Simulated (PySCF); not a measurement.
**Working out the excitation energy of B**

B [He] 2s2 2p1 (2P) → B [He] 2s1 2p1 3d1 (high-spin determinant). All numbers are calculated (PySCF 2.14, the spin-free X2C one-electron Hamiltonian (Gaussian nucleus), in aug-cc-pVTZ-DK (5s4p3d2f, 46 functions)). Frozen: 1s2. Energies in hartree (1 hartree = 27.21139 eV):

```
             part   B (lower)   B (upper)
              UHF  -24.538906  -24.137866
MP2 opposite-spin   -0.041166    0.000000
    MP2 same-spin   -0.003243   -0.006520
```

Q: What does Hartree-Fock give?

A: (-24.137866) − (-24.538906) = 0.401040 hartree = 10.913 eV.

Q: What do MP2 and SCS-MP2 (6/5 opposite-spin, 1/3 same-spin) give?

A: The opposite-spin parts differ by 1.120 eV and the same-spin parts by -0.089 eV. MP2: 10.913 + (1.120) + (-0.089) = 11.944 eV. SCS-MP2: 10.913 + 1.2 × (1.120) + (-0.089)/3 = 12.227 eV.

One determinant mixes LS terms, so it does not stand for a single term.

The upper state lies above the first ionisation limit, but in LS coupling its spin forbids autoionisation to the ground ion. A Rydberg-like electron needs more diffuse functions than a valence basis has.
